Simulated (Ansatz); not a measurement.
Species: CH8Si3, SMILES `[SiH3][Si@@H]1C[SiH2]1` (charge 0, multiplicity 1).

Give a relaxed geometry from PBE0-D3(BJ)/def2-TZVP run with Ansatz (a quantum-chemistry and plane-wave program).

the end point of this relaxation (outside a Z-matrix the atoms follow the SMILES, hydrogens last).
Z-matrix (Å, degrees):
```
Si
H 1 1.4850
C 1 1.9103 2 114.46
H 3 1.0874 1 117.08 2 -138.25
H 3 1.0878 4 111.42 1 -137.28
Si 3 1.8893 4 117.54 5 -138.98
H 6 1.4814 3 116.26 4 136.33
H 6 1.4815 7 113.23 3 138.73
Si 1 2.3201 2 117.07 3 -140.71
H 9 1.4867 1 110.81 2 -62.05
H 9 1.4877 10 109.09 1 118.31
H 9 1.4886 10 108.62 11 118.29
```
